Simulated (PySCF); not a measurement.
Mapped SMILES: `[NH2:1][SiH2:2][O:3][SiH:4]([O:5][SiH3:6])[O:7][SiH3:8]`; H(Xn) means a hydrogen on atom n.

Geometry: PBE0-D3(BJ)/def2-SVP; GIAO shifts from PySCF, gas phase, non-relativistic, averaged over equivalent atoms.

At PBE0/pcSseg-1 (219 basis functions, 81 s wall time on 1 thread of an Arm Neoverse N1, shared host):
```csv
atoms,δ (ppm)
N1,40.5
Si2,-39.0
Si6/Si8,-42.5
Si4,-71.6
O3,121.9
O5/O7,54.3
H(Si6)/H(Si8),5.09
H(Si2),4.91
H(Si4),4.27
H(N1),1.65
```

Referencing at the same level of theory: NH3 for 15N (265.67 ppm); 29Si (351.99 ppm), 1H (31.27 ppm) vs TMS; H2O for 17O (334.56 ppm).

**Question.** Predict the values at HF/pcSseg-1 on the same geometry.

**Answer.** 
```
        atoms  δ at HF/pcSseg-1  change
           N1              27.4   -13.1
          Si2             -43.0    -4.0
      Si6/Si8             -47.1    -4.6
          Si4             -75.4    -3.8
           O3              84.4   -37.5
        O5/O7              31.7   -22.6
H(Si6)/H(Si8)              4.52   -0.57
       H(Si2)              4.33   -0.58
       H(Si4)              3.73   -0.54
        H(N1)              1.57   -0.08
```

Chemical shifts δ = σref − σ; 15N (σref 265.72) against NH3; TMS for 29Si (σref 393.43), 1H (σref 31.69); H2O for 17O (σref 333.31), all at this level.

The largest change is at O3 (oxygen bonded to 2 Si). Cost: 219 basis functions, 44 s wall time on 1 thread of an Arm Neoverse N1, shared host.

Experimental scales use liquid or dissolved standards, which lie at an offset from isolated NH3 (liquid NH3: subtract about 20 ppm) and H2O (liquid H2O: subtract about 36 ppm).
